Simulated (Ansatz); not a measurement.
```yaml
crystal:
  periodic: [false, false, false]
  atoms:
    - {symbol: C, position_ang: [-1.546918, -0.479000, -0.140808]}
    - {symbol: Si, position_ang: [0.145923, -0.325730, 0.545957]}
    - {symbol: F, position_ang: [0.080822, 0.028428, 2.090503]}
    - {symbol: Cl, position_ang: [1.185230, -2.071266, 0.376559]}
    - {symbol: N, position_ang: [1.009586, 0.915361, -0.219737]}
    - {symbol: C, position_ang: [1.990861, 1.432739, -0.671801]}
    - {symbol: O, position_ang: [2.910100, 1.974165, -1.127542]}
    - {symbol: H, position_ang: [-2.102629, -1.260961, 0.380123]}
    - {symbol: H, position_ang: [-2.083277, 0.466138, -0.028010]}
    - {symbol: H, position_ang: [-1.506498, -0.731072, -1.202243]}
basis:
  gaussian: {orbitals: aug-cc-pVDZ, point_charges: [{charge: 2.00, position_ang: [7.470, 0.207, -0.660]}]}
hamiltonian: {xc: {name: BLYP}, dispersion: d3bj}
multiplicity: 3
output: {forces: true}
```

```sh
$ ansatz run in.yaml --threads 2 --pin off --events-out ev --progress --plain --max-ram 32768MiB --backend cpu
```

Output, abridged:

```
Error: YAML parse error: error: line 17 column 1: unknown field `multiplicity`, expected one of crystal, accuracy, basis, kpoints, hamiltonian, magnetization, projection, total_charge, correlation, batch, efield, external_charges, scf, relax, neb, saddle, md, ramp, phonons, dielectric, real_time, elastic, magnetic_configurations, gw, evaluate, workflow, output, checkpoint, execution
15 |   gaussian: {orbitals: aug-cc-pVDZ, point_charges: [{charge: 2.00…
16 | hamiltonian: {xc: {name: BLYP}, dispersion: d3bj}
17 | multiplicity: 3
18 | output: {forces: true}
```

In this input the input holds a key that doesn't belong there. The input was rejected before any iteration.
